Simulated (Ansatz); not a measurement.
Calculated with Ansatz (gas phase, PBE0-D4/def2-TZVP geometries, no zero-point term in ΔE). CCSD(T)/CBS adds triple-zeta CCSD(T) − MP2 to the extrapolated MP2 energy (def2 sets, frozen cores). DFT in def2-TZVPP. One conformer a species, not always the lowest.

Reaction (isomerisation): `B[SiH](F)C=C` → `C[C@H]1B[Si@@H]1F`

```json
{"level": "ωB97X-V", "ΔE (kJ/mol)": "51.9"}
{"level": "PBE", "ΔE (kJ/mol)": "10.3"}
{"level": "SCS-MP2/def2-TZVPP", "ΔE (kJ/mol)": "51.5"}
{"level": "MP2/CBS(def2)", "ΔE (kJ/mol)": "34.3"}
```

Problem. What does CCSD(T)/CBS give? (Estimate.)

Solution. Computed: +45.9 kJ/mol. The listed levels differ from it by 6.0, -35.6, 5.6, -11.6 kJ/mol.

Largest T1 diagnostic among the species: 0.013.

In def2-TZVPP, CCSD(T) changes the Hartree–Fock value by −73.7 kJ/mol (the triples alone add −12.6 kJ/mol) and MP2 by −85.3 kJ/mol. From PBE to PBE0 (25 % exact exchange), in def2-TZVPP and without D4, ΔE moves by +15.6 kJ/mol.
